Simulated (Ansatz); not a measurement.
Mulliken charges of AlFH4SSi (`[F][AlH][S][SiH3]`) from ωB97M-V/def2-TZVPP in Ansatz (PBE0-D4/def2-TZVP geometry).

| atom | x (Å) | y (Å) | z (Å) | charge (e) |
| --- | --- | --- | --- | --- |
| F1 | 2.938 | 1.663 | 0.459 | -0.337 |
| Al2 | 1.456 | 1.110 | 0.006 | 0.565 |
| S3 | 0.806 | -0.711 | 0.982 | -0.270 |
| Si4 | -1.105 | -0.959 | 0.049 | 0.169 |
| H5 | 0.639 | 1.910 | -1.067 | -0.094 |
| H6 | -2.156 | -0.946 | 1.096 | -0.014 |
| H7 | -1.129 | -2.261 | -0.659 | -0.014 |
| H8 | -1.358 | 0.138 | -0.921 | -0.005 |

Q: By hand: the dipole of these point charges (1 e Å = 4.8032 D).

A: Σ q r = (-0.579, -0.039, -0.309) e Å, of length 0.657 e Å = 3.16 D.

Q: How does the dipole of the full density compare? (An estimate is asked.)

A: The calculation gave: (-0.356, -0.039, -0.178) e Å, 1.92 D; the point charges give 1.65 times that, at 3° from its direction.

Point charges leave out the atoms' own dipoles, such as those of lone pairs, and Mulliken's split depends on the basis, so the two needn't agree.
